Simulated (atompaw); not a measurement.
# Scattering properties, PAW (atompaw) potential for platinum

platinum, PAW, made with atompaw 4.2.0.5 (PBE, scalar-relativistic). Core [Kr] 4d10, reference 4f14 5s2 5p6 5d9 6s1 6p0. Waves: 5s (bound): rc 1.25 bohr; 6s (bound): rc 2.00 bohr; 5p (bound): rc 1.40 bohr; 6p (bound, empty): rc 2.00 bohr; 5d (bound): rc 2.00 bohr; 5d channel at 4.35 Ry: rc 2.00 bohr; 4f (bound): rc 0.80 bohr; 4f channel at -3.55 Ry: rc 0.80 bohr. Local part: troulliermartins scheme with l = 4 at 0 Ry, radius 1.75 bohr. Core correction: smooth core density matched at 1.35 bohr. Augmentation charge: sinc compensation charge, radius 1.70 bohr; PAW radius 2.00 bohr; waves and projectors: modrrkj vanderbiltortho.

The phase is arctan(r·u′/u) with u = r·R(r), unwrapped; energies in Ry, scanned from -9 to 5 Ry. A pole is an energy at which the radial function vanishes at the test radius. The pseudo phase is shifted by a multiple of π to meet the all-electron one at the reference energy, and phase errors are pseudo minus all-electron; the curves can meet again beyond the range given. Levels narrower than the energy grid can be missing from the lists of poles.

Question: For each channel, where are the poles, and over which energies does the pseudopotential scatter like the atom?

Answer:

| channel | radius (bohr) | reference energy (Ry) | poles, all-electron | poles, pseudo | unbroken range about the reference energy with phases within 0.05 rad | phase error 1 Ry above the reference energy (rad) |
| --- | --- | --- | --- | --- | --- | --- |
| s | 2.01 | -0.42 | -7.37 | -7.37 | the whole range | -0.004 |
| p | 2.01 | -0.06 | -3.77 | -3.77 | the whole range | -0.001 |
| d | 2.01 | -0.45 | 0.86 | 0.72 | -0.7 to 2.6 | -0.026 |
| f | 2.01 | -5.15 | -5.14 | -5.14 | the whole range | +0.000 |

Phases in the s channel:

| E (Ry) | all-electron | pseudo |
| --- | --- | --- |
| -9.00 | 1.363 | 1.363 |
| -8.76 | 1.354 | 1.353 |
| -8.52 | 1.341 | 1.341 |
| -8.28 | 1.322 | 1.321 |
| -8.04 | 1.285 | 1.284 |
| -7.80 | 1.173 | 1.173 |
| -7.56 | -0.774 | -0.774 |
| -7.32 | -1.608 | -1.608 |
| -7.08 | -1.688 | -1.688 |
| -6.84 | -1.720 | -1.720 |
| -6.60 | -1.738 | -1.739 |
| -6.36 | -1.752 | -1.752 |
| -6.12 | -1.762 | -1.763 |
| -5.88 | -1.772 | -1.773 |
| -5.64 | -1.781 | -1.782 |
| -5.40 | -1.790 | -1.790 |
| -5.16 | -1.798 | -1.799 |
| -4.92 | -1.807 | -1.808 |
| -4.68 | -1.817 | -1.817 |
| -4.44 | -1.826 | -1.827 |
| -4.20 | -1.837 | -1.837 |
| -3.96 | -1.848 | -1.848 |
| -3.72 | -1.860 | -1.861 |
| -3.48 | -1.873 | -1.874 |
| -3.24 | -1.888 | -1.889 |
| -3.00 | -1.905 | -1.906 |
| -2.76 | -1.924 | -1.924 |
| -2.52 | -1.945 | -1.946 |
| -2.28 | -1.970 | -1.970 |
| -2.04 | -1.999 | -1.999 |
| -1.80 | -2.033 | -2.034 |
| -1.56 | -2.075 | -2.075 |
| -1.32 | -2.125 | -2.126 |
| -1.08 | -2.189 | -2.189 |
| -0.84 | -2.269 | -2.270 |
| -0.60 | -2.375 | -2.375 |
| -0.36 | -2.515 | -2.515 |
| -0.12 | -2.701 | -2.701 |
| 0.12 | -2.940 | -2.941 |
| 0.36 | -3.220 | -3.223 |
| 0.60 | -3.506 | -3.511 |
| 0.84 | -3.757 | -3.763 |
| 1.08 | -3.955 | -3.962 |
| 1.32 | -4.104 | -4.112 |
| 1.56 | -4.217 | -4.225 |
| 1.80 | -4.303 | -4.312 |
| 2.04 | -4.370 | -4.380 |
| 2.28 | -4.424 | -4.434 |
| 2.52 | -4.468 | -4.478 |
| 2.76 | -4.504 | -4.515 |
| 3.00 | -4.534 | -4.546 |
| 3.24 | -4.561 | -4.574 |
| 3.48 | -4.583 | -4.598 |
| 3.72 | -4.604 | -4.619 |
| 3.96 | -4.621 | -4.638 |
| 4.20 | -4.637 | -4.656 |
| 4.44 | -4.652 | -4.672 |
| 4.68 | -4.665 | -4.688 |
| 4.92 | -4.678 | -4.703 |
